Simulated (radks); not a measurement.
All-electron atom: Sc4+ in [Ne] 3s2 3p5 (the NIST ground configuration). Method: scalar-relativistic Kohn-Sham, r2SCAN, spin-polarised, spherical densities, finite nucleus; open shells are filled with parallel spins first; meta-GGA in the generalised Kohn-Sham scheme; Fermi nuclear charge, rms radius 3.5459 fm; computed with a radial shooting solver on a logarithmic mesh with Libxc functionals. Some entries of the table are withheld. Estimate them.

orbital,occ.,eigenvalue (eV),<r> (bohr)
1s up,1,-4473.418,0.07306
1s down,1,-4472.887,0.07305
2s up,1,-537.6866,0.3421
2s down,1,-537.4744,0.3421
2p up,3,-449.4477,0.3068
2p down,3,-448.9311,0.3069
3s up,1,-108.3846,1.032
3s down,1,-106.2713,1.036
3p up,3,-85.0290,(1)
3p down,2,-82.9878,(2)

Answer. 
(1) 3p up <r> (bohr): 1.087
(2) 3p down <r> (bohr): 1.093
